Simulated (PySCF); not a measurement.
Molecule: sum formula H2Si2OCl4, net charge 0, singlet state. SMILES: Cl[SiH](Cl)O[SiH](Cl)Cl
Coordinates optimised at B3LYP-D3(BJ)/def2-TZVP (Ansatz):
```
O
Si 1 1.6248
Si 1 1.6248 2 145.80
H 3 1.4615 1 108.98 2 -158.43
H 2 1.4615 1 108.98 3 -158.43
Cl 2 2.0423 5 109.58 1 119.64
Cl 3 2.0423 4 109.58 1 119.64
Cl 2 2.0434 5 109.86 1 -120.20
Cl 3 2.0434 4 109.86 1 -120.20
```

Dispersion corrections to the total energy (kcal/mol) from the dftd3 and dftd4 libraries through PySCF: D3(BJ) without and D4 with the three-body term, each with the damping fitted for the functional named.

```csv
functional,D3(BJ),D4
B3LYP,-17.00,-16.33
PBE0,…,-8.76
PW6B95,…,-7.76
BP86,-17.30,-14.63
PBE,-8.90,-10.01
TPSSh,…,-12.35
BLYP,-20.41,-21.07
```

Question: Complete the blanks.

Answer: 
- PBE0, D3(BJ): -8.51
- PW6B95, D3(BJ): -6.28
- TPSSh, D3(BJ): -11.49
